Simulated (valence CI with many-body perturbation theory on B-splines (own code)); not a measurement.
## Ho³³⁺: E2, M1, M2 decay

Calculated by configuration interaction combined with many-body perturbation theory (CI+MBPT): six valence electrons over a frozen Dirac-Fock core [Ar] 3d10, radial functions for each j: 9 s, 9 p, 8 d, 6 f, 3 g, 1 h, with the one-electron correlation potential Σ1, the two-electron term Σ2, the three-electron term Σ3, Breit, model QED; selected CI, second order for the rest, scaled by the run's own slope (own B-spline code, finite nucleus).

No measured spectrum was set against this ion. As an estimate, large intervals hold to a few tenths of a per cent, small ones and those within an open d or f shell to about a per cent. Among the levels kept, up to 640 cm⁻¹ of a level comes from second order outside the variational space, and about a tenth of that is noise between levels of different J, which matters for small intervals.

Lines 1 to 30 of 30 in falling wavelength, among levels below 1760300 cm⁻¹, chosen from the decays that carry over 1 % of a level's rate. Wavelengths and rates use the calculated energies. Electric multipoles are in the length gauge, E1 and E2 with the static RPA response of the core. Weak lines are less certain than strong ones. Lines between different terms over intervals too small for the method are left out, as are lines whose strength nearly cancels.

Levels are named by their leading jj configuration (3d3/2^4 stands for four electrons in 3d with j = 3/2), which in mixed levels can hold well under half, so a name can repeat and another be missing. Letters in brackets count levels of one name in rising energy.

| λ vac (Å) | Upper | Lower | Type | A (s⁻¹) | Branch % |
| --- | --- | --- | --- | --- | --- |
| 1661 | (4s^2 4p1/2^2 4p3/2^2) J=0 | (4s^2 4p1/2^2 4p3/2^2) J=2 | E2 | 4.22e+00 | 100.0 |
| 1245 | (4s^2 4p1/2^2 4p3/2 4d5/2) J=4 | (4s^2 4p1/2^2 4p3/2 4d3/2) J=3 | M1 | 6.70e+03 | 66.4 |
| 1094 | (4s^2 4p1/2 4p3/2^2 4d5/2) J=5 | (4s^2 4p1/2 4p3/2^2 4d3/2) J=4 | M1 | 8.73e+03 | 3.3 |
| 897.9 | (4s^2 4p1/2 4p3/2^2 4d5/2) J=4 [b] | (4s^2 4p1/2 4p3/2^2 4d3/2) J=3 [a] | M1 | 7.83e+03 | 3.0 |
| 379.3 | (4s^2 4p1/2 4p3/2^2 4d3/2) J=4 | (4s^2 4p1/2^2 4p3/2 4d5/2) J=3 | M1 | 1.29e+04 | 5.2 |
| 327.4 | (4s^2 4p1/2 4p3/2^2 4d5/2) J=4 [a] | (4s^2 4p1/2^2 4p3/2 4d5/2) J=3 | M1 | 2.68e+05 | 22.8 |
| 291.5 | (4s^2 4p1/2 4p3/2^2 4d5/2) J=4 [b] | (4s^2 4p1/2^2 4p3/2 4d5/2) J=3 | M1 | 9.15e+04 | 35.6 |
| 284.6 | (4s^2 4p1/2 4p3/2^2 4d3/2) J=4 | (4s^2 4p1/2^2 4p3/2 4d5/2) J=4 | M1 | 1.45e+04 | 5.9 |
| 281.7 | (4s^2 4p1/2 4p3/2^2 4d5/2) J=5 | (4s^2 4p1/2^2 4p3/2 4d5/2) J=3 | E2 | 2.99e+03 | 1.1 |
| 272.9 | (4s^2 4p1/2 4p3/2^2 4d5/2) J=4 [b] | (4s^2 4p1/2^2 4p3/2 4d5/2) J=2 | E2 | 3.56e+03 | 1.4 |
| 272.5 | (4s^2 4p1/2 4p3/2^3) J=1 | (4s^2 4p1/2^2 4p3/2^2) J=0 | M1 | 3.48e+05 | 21.8 |
| 260.0 | (4s^2 4p1/2 4p3/2^2 4d3/2) J=0 | (4s^2 4p1/2^2 4p3/2 4d3/2) J=1 | M1 | 1.18e+06 | 1.3 |
| 254.3 | (4s^2 4p1/2 4p3/2^2 4d5/2) J=4 [a] | (4s^2 4p1/2^2 4p3/2 4d5/2) J=4 | M1 | 8.55e+05 | 72.5 |
| 234.1 | (4s^2 4p1/2 4p3/2^3) J=1 | (4s^2 4p1/2^2 4p3/2^2) J=2 | M1 | 1.23e+06 | 77.0 |
| 234.1 | (4s^2 4p1/2 4p3/2^3) J=1 | (4s^2 4p1/2^2 4p3/2^2) J=2 | E2 | 1.93e+04 | 1.2 |
| 232.1 | (4s^2 4p1/2 4p3/2^2 4d5/2) J=4 [b] | (4s^2 4p1/2^2 4p3/2 4d5/2) J=4 | M1 | 1.24e+05 | 48.4 |
| 232.1 | (4s^2 4p1/2 4p3/2^2 4d5/2) J=4 [b] | (4s^2 4p1/2^2 4p3/2 4d5/2) J=4 | E2 | 1.18e+04 | 4.6 |
| 231.6 | (4s^2 4p1/2 4p3/2^2 4d3/2) J=4 | (4s^2 4p1/2^2 4p3/2 4d3/2) J=3 | M1 | 1.93e+05 | 78.5 |
| 231.6 | (4s^2 4p1/2 4p3/2^2 4d3/2) J=4 | (4s^2 4p1/2^2 4p3/2 4d3/2) J=3 | E2 | 1.62e+04 | 6.6 |
| 225.9 | (4s^2 4p1/2 4p3/2^2 4d5/2) J=5 | (4s^2 4p1/2^2 4p3/2 4d5/2) J=4 | M1 | 2.33e+05 | 88.5 |
| 225.9 | (4s^2 4p1/2 4p3/2^2 4d5/2) J=5 | (4s^2 4p1/2^2 4p3/2 4d5/2) J=4 | E2 | 1.66e+04 | 6.3 |
| 221.1 | (4s^2 4p3/2^4) J=0 | (4s^2 4p1/2 4p3/2^3) J=2 | E2 | 1.07e+05 | 2.8 |
| 218.0 | (4s^2 4p1/2 4p3/2^3) J=2 | (4s^2 4p1/2^2 4p3/2^2) J=2 | M1 | 7.94e+05 | 95.3 |
| 218.0 | (4s^2 4p1/2 4p3/2^3) J=2 | (4s^2 4p1/2^2 4p3/2^2) J=2 | E2 | 3.36e+04 | 4.0 |
| 215.8 | (4s^2 4p1/2 4p3/2^2 4d3/2) J=4 | (4s^2 4p1/2^2 4p3/2 4d3/2) J=2 | E2 | 7.47e+03 | 3.0 |
| 211.2 | (4s^2 4p1/2 4p3/2^2 4d5/2) J=4 [a] | (4s^2 4p1/2^2 4p3/2 4d3/2) J=3 | M1 | 4.68e+04 | 4.0 |
| 206.6 | (4s^2 4p3/2^4) J=0 | (4s^2 4p1/2 4p3/2^3) J=1 | M1 | 3.65e+06 | 97.1 |
| 198.2 | (4s^2 4p1/2 4p3/2^2 4d5/2) J=4 [b] | (4s 4p1/2^2 4p3/2^3) J=2 | E2 | 7.69e+03 | 3.0 |
| 89.91 | (4s^2 4p1/2 4p3/2^2 4d5/2) J=4 [b] | (4s^2 4p1/2 4p3/2^3) J=2 | M2 | 4.88e+03 | 1.9 |
| 87.70 | (4s^2 4p1/2^2 4p3/2 4d5/2) J=4 | (4s^2 4p1/2^2 4p3/2^2) J=2 | M2 | 3.38e+03 | 33.4 |
